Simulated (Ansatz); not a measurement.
A structure relaxed at PBE0-D4/def2-TZVP, charge 0, multiplicity 1:

Cartesian coordinates in Å:
```
C -0.020 0.955 -0.758
N 0.817 0.156 -1.300
Ge 0.543 -1.090 0.121
C -0.631 0.454 0.531
H -0.265 1.926 -1.208
H 1.770 -1.339 1.013
H -0.109 -2.419 -0.297
H -0.393 1.058 1.409
H -1.711 0.299 0.490
```

(1) Give its formula and SMILES.

(2) Point group (tolerance 0.08 Å, 0.16 Å for H)?

(3) Summarise the bond lengths by kind.

Results:

(1) C2H5GeN, `C1=[N][GeH2][CH2]1`.

(2) Cs.

(3) 1 × C–N 1.278 Å; 1 × C–C 1.512 Å; 3 × C–H 1.092 to 1.098 Å; 1 × Ge–N 1.910 Å; 1 × C–Ge 1.983 Å; 2 × Ge–H 1.538 Å.

Computed with Ansatz.
